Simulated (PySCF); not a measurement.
Input for PySCF: D3(BJ) and D4 dispersion corrections on H2O (SMILES O).

```python
from pyscf import gto
from pyscf.dispersion import dftd3, dftd4

mol = gto.M(
    atom='''
    O     0.50566974   -0.09015434    0.61049798
    H     0.60674307    0.85034152    0.42235976
    H    -0.36268329   -0.33460216    0.26937976
    ''',
    basis='def2-svp',
    charge=0, spin=0, verbose=0, max_memory=1800)
d3, d4 = {}, {}
for xc in ['hf', 'pbe', 'blyp', 'revpbe', 'tpss', 'r2scan', 'b3lyp', 'pbe0', 'bhlyp', 'camb3lyp', 'b2plyp']:
    d3[xc] = float(dftd3.DFTD3Dispersion(mol, xc=xc, version='d3bj', atm=False).get_dispersion()['energy'])
    print(f'D3(BJ) {xc:10s} {d3[xc]:14.8f} Eh')
for xc in ['hf', 'pbe', 'blyp', 'revpbe', 'tpss', 'r2scan', 'b3lyp', 'pbe0', 'bhlyp', 'camb3lyp', 'b2plyp']:
    d4[xc] = float(dftd4.DFTD4Dispersion(mol, xc={'camb3lyp': 'cam-b3lyp'}.get(xc, xc), atm=True).get_dispersion()['energy'])
    print(f'D4     {xc:10s} {d4[xc]:14.8f} Eh')
```

Output:

```
D3(BJ) hf            -0.00449867 Eh
D3(BJ) pbe           -0.00035941 Eh
D3(BJ) blyp          -0.00071912 Eh
D3(BJ) revpbe        -0.00106175 Eh
D3(BJ) tpss          -0.00042041 Eh
D3(BJ) r2scan        -0.00008484 Eh
D3(BJ) b3lyp         -0.00057379 Eh
D3(BJ) pbe0          -0.00027685 Eh
D3(BJ) bhlyp         -0.00040939 Eh
D3(BJ) camb3lyp      -0.00021234 Eh
D3(BJ) b2plyp        -0.00023427 Eh
D4     hf            -0.00098354 Eh
D4     pbe           -0.00019587 Eh
D4     blyp          -0.00047308 Eh
D4     revpbe        -0.00094954 Eh
D4     tpss          -0.00026722 Eh
D4     r2scan        -0.00004688 Eh
D4     b3lyp         -0.00031040 Eh
D4     pbe0          -0.00015678 Eh
D4     bhlyp         -0.00018241 Eh
D4     camb3lyp      -0.00014978 Eh
D4     b2plyp        -0.00013388 Eh
```

The run finished.

Cost: very roughly 0.010 core-seconds.
